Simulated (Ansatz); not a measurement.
Stepwise reaction of `[Cl][Al]([Cl])[GeH3]` with hydrogen, as a gas-phase model of exchange steps in deposition or etching. ΔE in kJ/mol.

Computed with Ansatz on PBE0-D4/def2-TZVP structures; ΔE is electronic, products minus reactants. CCSD(T)/CBS is the MP2 limit (def2-TZVPP, def2-QZVPP) plus CCSD(T) − MP2 in def2-TZVPP, frozen cores. This one scheme is used for every species. Functionals use def2-TZVPP. B3LYP here is the variant with VWN-RPA as its local correlation; programs differ in this. For Ge outer-core shells are correlated without core-valence functions, which leaves a few kJ/mol of doubt a bond. Scalar relativity is left out up to krypton.

```csv
step,reaction,PBE-D4,B3LYP-D4,ωB97M-V,CCSD(T)/CBS
1,`[Cl][Al]([Cl])[GeH3]` + H₂ → `[Cl][AlH][GeH3]` + HCl,146.6,148.3,148.3,150.2
2,`[Cl][AlH][GeH3]` + H₂ → `[AlH2][GeH3]` + HCl,150.7,152.0,152.4,154.1
```

(1) By hand: ΔE of the 2 steps together at CCSD(T)/CBS.

Answers

(1) (150.2) + (154.1) = 304.3 kJ/mol, or 152.1 kJ/mol a step.

In ΔE the steps differ by no more than 3.9 kJ/mol. All are uphill at CCSD(T)/CBS. PBE-D4 differs from CCSD(T)/CBS by -3.6 to -3.4 kJ/mol a step. Isolated molecules leave out the surface, adducts and barriers. Largest T1 diagnostic: 0.012.
